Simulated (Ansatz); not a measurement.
`C#[C][Ge]([F])([C]#C)[C]#C`, relaxed with RKS PBE0-D4/def2-TZVP in Ansatz from a PBE-D4/def2-SVP geometry. The force threshold is 0.005 eV/Å; the program also tests the step.

Total charge 0; spin multiplicity 1.

Start:

```xyz
11

C    -1.962   -0.043   -2.252
C    -1.115    0.220   -1.405
Ge    0.187    0.579   -0.080
F     0.722    2.235   -0.305
C    -0.543    0.452    1.660
C    -1.026    0.341    2.783
C     1.704   -0.534   -0.279
C     2.670   -1.280   -0.397
H    -2.710   -0.276   -2.999
H    -1.451    0.244    3.773
H     3.524   -1.939   -0.500
```

Task: By how much does the energy fall, and how many steps does the optimiser take? (An estimate is asked.)

Result: The calculation gave: 0.11 eV, in 4 steps.

Task: Which bonds change most? (An estimate is asked.)

Result: Ansatz gave: Ge3–F4 from 1.754 to 1.727 Å; C7–C8 from 1.227 to 1.203 Å; C1–C2 from 1.227 to 1.203 Å; C5–C6 from 1.227 to 1.203 Å.

Task: Give the relaxed structure. (Best estimate.)

Result: Ansatz gave: 
```xyz
11

C    -1.942   -0.039   -2.235
C    -1.114    0.204   -1.397
Ge    0.180    0.558   -0.076
F     0.704    2.188   -0.299
C    -0.547    0.438    1.656
C    -1.015    0.344    2.760
C     1.692   -0.545   -0.272
C     2.649   -1.265   -0.394
H    -2.676   -0.249   -2.979
H    -1.429    0.265    3.740
H     3.499   -1.899   -0.503
```
